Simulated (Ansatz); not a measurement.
The cluster Be12⁺. Charge 1, multiplicity 2. Geometry PBE0/def2-SVP; atoms count from 1.

```xyz
12

Be   -1.232   -1.822    0.228
Be   -0.489    1.314   -0.072
Be    0.733   -0.976   -0.696
Be    1.659    2.068    0.679
Be    0.523    0.851    1.970
Be   -0.401    0.359   -1.960
Be   -1.275   -1.546   -1.861
Be    2.084    0.099    0.759
Be    0.433   -1.207    1.384
Be    1.387    0.997   -1.104
Be   -2.107   -0.132   -0.686
Be   -1.313   -0.005    1.358
```

The charge 1 doublet is spin-contaminated (final ⟨S²⟩ up to 0.91, 0.75 for a pure state). Another isomer (doublet) lies 0.24 eV lower at PBE0/def2-TZVP; other spin states weren't run for this one.

Q: Estimate the Mulliken populations from the PBE0/def2-TZVP orbitals of Ansatz.

A: 
```tsv
atom	charge (e)	spin (α − β)
Be1	0.09	0.12
Be2	0.40	0.09
Be3	0.40	0.08
Be4	-0.08	0.07
Be5	0.09	0.12
Be6	0.02	0.11
Be7	-0.08	0.06
Be8	0.06	-0.02
Be9	0.01	0.14
Be10	0.02	0.11
Be11	0.06	-0.02
Be12	0.01	0.14
```
Mulliken values and Mayer orders depend strongly on the basis.

Q: Where does the spin sit?

A: Summed by element: Be 1.00, of 1 unpaired in all. Largest on single atoms: Be9 0.14, Be12 0.14, Be5 0.12.

Q: And the Mayer bond orders between bonded heavy atoms (over 0.3)?

A: Be1–Be7 0.60 (2.11 Å); Be1–Be9 0.59 (2.12 Å); Be1–Be11 0.47 (2.11 Å); Be1–Be12 0.43 (2.14 Å); Be2–Be6 0.42 (2.12 Å); Be2–Be10 0.33 (2.16 Å); Be2–Be11 0.41 (2.25 Å); Be2–Be12 0.42 (2.11 Å); Be3–Be6 0.33 (2.16 Å); Be3–Be8 0.41 (2.26 Å); Be3–Be9 0.42 (2.11 Å); Be3–Be10 0.42 (2.12 Å); Be4–Be5 0.60 (2.11 Å); Be4–Be8 0.68 (2.02 Å); Be4–Be10 0.56 (2.10 Å); Be5–Be8 0.47 (2.11 Å); Be5–Be9 0.43 (2.14 Å); Be5–Be12 0.59 (2.12 Å); Be6–Be7 0.56 (2.10 Å); Be6–Be10 0.68 (2.08 Å); Be6–Be11 0.43 (2.19 Å); Be7–Be11 0.67 (2.02 Å); Be8–Be9 0.47 (2.20 Å); Be8–Be10 0.43 (2.18 Å); Be9–Be12 0.44 (2.12 Å); Be11–Be12 0.47 (2.20 Å).
